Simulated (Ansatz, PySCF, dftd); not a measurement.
System: Si₂H₄F, charge 0, doublet. Si2H4F (SMILES [SiH2][SiH2]F, doublet).
B3LYP-D3(BJ)/def2-TZVP minimum from Ansatz (a quantum-chemistry and plane-wave program):
```xyz
7

Si    -1.5396    -0.0973     0.2337
Si     0.7871    -0.2603     0.1702
F      1.3526     0.7467    -0.9541
H     -2.0757     1.1200     0.8924
H     -2.1847    -1.3093     0.7991
H      1.1770    -1.6383    -0.2047
H      1.4445     0.1148     1.4446
```
Charge 0, spin multiplicity 2.

Wanted: enthalpy of formation at 298 K (by atomisation, with rigid-rotor harmonic-oscillator terms from PySCF's Hessian at B3LYP-D3(BJ)/def2-TZVP and the atoms' measured values of the G2/97 table; no spin-orbit terms), in kcal/mol. UHF or UKS for unpaired electrons; spin-orbit terms are left out. Cores are frozen in correlated methods. Rows without X2C or -DK are non-relativistic. CBS(X,Y): correlation extrapolated as X^-3, Hartree-Fock from the larger set. A bracket is a step between two methods taken in the basis named. Functionals run without relativity, which enters their misses. Double hybrids freeze cores in their MP2 part. '+ core + X2C': CCSD(T) terms for core correlation (cc-pwCVTZ, 1s frozen past Ne) and scalar relativity (cc-pVTZ-DK). For partners of very few electrons the exact lower level stands in for a higher one.

| level | program | enthalpy of formation at 298 K (kcal/mol) | difference against the last row |
|---|---|---|---|
| HF/cc-pV(Q+d)Z | Ansatz | 75.2 | 115.9 |
| PBE-D4/def2-TZVPD | Ansatz + dftd4 | -36.1 | 4.6 |
| B3LYP/def2-TZVPD | Ansatz | -33.5 | 7.2 |
| r2SCANh/def2-TZVPD | Ansatz | -38.5 | 2.2 |
| B2PLYP/def2-TZVPD | Ansatz | -30.6 | 10.1 |
| B2GP-PLYP-D3(BJ)/def2-TZVPD | Ansatz + dftd3 | -33.2 | 7.5 |
| CCSD(T)/cc-pV(Q+d)Z | Ansatz | -36.2 | 4.5 |
| CCSDT(Q)/cc-pV(D+d)Z | Ansatz | 6.2 | 46.9 |
| CCSD(T)/CBS(cc-pV(T+d)Z,cc-pV(Q+d)Z) + [CCSDT(Q) - CCSD(T)]/cc-pV(D+d)Z + core + X2C | Ansatz | -40.7 | 0.0 |
